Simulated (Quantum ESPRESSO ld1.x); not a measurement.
Results of a calculation; reference values are marked as such.
Task: The mean radii <r> (bohr) of the occupied orbitals of an atom or ion are listed with their occupations. Code: ld1.x of Quantum ESPRESSO 7.5. Model: non-relativistic Kohn-Sham, PBE, spin-unpolarised, spherical densities, point nucleus.

| orbital | occ. | <r> |
|---|---|---|
| 1s | 2 | 0.02530 |
| 2s | 2 | 0.1081 |
| 2p | 6 | 0.09181 |
| 3s | 2 | 0.2815 |
| 3p | 6 | 0.2713 |
| 3d | 10 | 0.2425 |
| 4s | 2 | 0.6397 |
| 4p | 6 | 0.6579 |
| 4d | 10 | 0.7060 |
| 5s | 2 | 1.558 |
| 5p | 6 | 1.765 |
| 4f | 4 | 1.033 |
| 6s | 2 | 4.671 |

Name the element and its charge.

Result: Z = 60, neodymium, charge 0: Nd in [Xe] 4f4 6s2. The 1s radius gives Z: for a bare nucleus <r> = 1.5/Z, 0.025 bohr for Z = 60, and screening makes it slightly larger (0.02530 here). The occupations add up to 60, and the charge is Z minus that.
